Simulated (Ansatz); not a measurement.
Program: Ansatz. Geometries: PBE0-D4/def2-TZVP. ΔE: electronic, gas phase. CBS: MP2 limit from def2 TZ/QZ plus the TZ coupled-cluster correction, frozen cores. This one scheme is used for every species. DFT in def2-TZVPP. B3LYP here is the variant with VWN-RPA as its local correlation; programs differ in this. HSE06 is defined as in plane-wave codes. One conformer a species, not always the lowest.

Reaction (ligand exchange at a B–S bond): `[SiH3]BS[SiH3]` + CH₃OH → `COB[SiH3]` + `[SiH3]S`

| level | ΔE (kJ/mol) | difference from CCSD(T)/CBS |
| --- | --- | --- |
| PBE-D4 | -42.9 | 4.1 |
| revPBE-D4 | -39.7 | 7.3 |
| BLYP-D4 | -52.2 | -5.2 |
| r2SCAN-D4 | -47.1 | -0.1 |
| PBE0-D4 | -43.2 | 3.8 |
| B3LYP-D4 | -52.5 | -5.5 |
| r2SCANh-D4 | -46.9 | 0.1 |
| r2SCAN0-D4 | -46.7 | 0.3 |
| HSE06-D4 | -43.1 | 3.9 |
| BHLYP-D4 | -53.6 | -6.6 |
| ωB97X-V | -52.9 | -5.9 |
| ωB97M-V | -52.7 | -5.7 |
| B2PLYP | -54.6 | -7.6 |
| PBE-QIDH | -45.4 | 1.6 |
| PBE | -46.5 | 0.5 |
| revPBE | -45.1 | 1.9 |
| BLYP | -59.2 | -12.2 |
| r2SCAN | -47.9 | -0.9 |
| PBE0 | -46.4 | 0.6 |
| r2SCAN0 | -47.8 | -0.8 |
| HSE06 | -46.2 | 0.8 |
| BHLYP | -60.0 | -13.0 |
| CAM-B3LYP | -63.3 | -16.3 |
| LC-ωPBE | -53.0 | -6.0 |
| RPA@PBE/def2-TZVPP | -52.4 | -5.4 |
| HF/def2-SVP | -66.9 | -19.9 |
| MP2/def2-SVP | -57.2 | -10.2 |
| CCSD/def2-SVP | -61.6 | -14.6 |
| CCSD(T)/def2-SVP | -60.1 | -13.1 |
| HF/def2-TZVPP | -63.3 | -16.3 |
| MP2/def2-TZVPP | -45.4 | 1.6 |
| SCS-MP2/def2-TZVPP | -50.9 | -3.9 |
| CCSD/def2-TZVPP | -52.9 | -5.9 |
| CCSD(T)/def2-TZVPP | -50.1 | -3.1 |
| HF/def2-QZVPP | -64.4 | -17.4 |
| MP2/def2-QZVPP | -44.0 | 3.0 |
| SCS-MP2/def2-QZVPP | -49.6 | -2.6 |
| HF/CBS(def2) | -64.5 | -17.5 |
| MP2/CBS(def2) | -42.3 | 4.7 |
| CCSD/CBS(def2) | -49.9 | -2.9 |
| CCSD(T)/CBS | -47.0 | 0 |

Largest T1 diagnostic among the species: 0.015.

At CCSD(T), def2-SVP lies −13.1 kJ/mol from the extrapolated value and def2-TZVPP −3.1 kJ/mol. Leaving LDA and LC-ωPBE aside and taking each functional with its dispersion term where it has one, the values, not all of them listed here, spread over 20.1 kJ/mol, from CAM-B3LYP-D4 to revPBE-D4. LDA lies −5.3 kJ/mol from PBE without D4.
